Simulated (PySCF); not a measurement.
A run for PySCF: R-B3LYP/6-31G* on H2 (SMILES [H][H]) with ghost functions.

```python
from pyscf import gto, scf, dft, mp
from pyscf.data.elements import chemcore

mol = gto.M(
    atom='''
    H    -0.31464169   -0.21504588    0.47386967
    H     0.00558872   -0.00639791   -0.16753557
    ghost-N    0.97302799    0.69628619    3.30529353
    ghost-C   -0.10162329   -0.01667039    3.72155516
    ghost-O   -0.89303854   -0.56937865    2.99126184
    ghost-H    1.15304325    0.79253010    2.31898976
    ghost-H    1.59399156    1.13314147    3.96287162
    ghost-H   -0.18779639   -0.04553007    4.82310382
    ''',
    basis='6-31g*',
    cart=True,
    charge=0, spin=0, verbose=3, max_memory=1800)
mf = dft.RKS(mol, xc='b3lyp')
mf.conv_tol = 1e-8
mf.max_cycle = 100
mf.kernel()
if not mf.converged:
    mf = mf.newton().run(mf.mo_coeff, mf.mo_occ)
```

Task: Predict the final total energy.

Result: -1.1756 hartree.
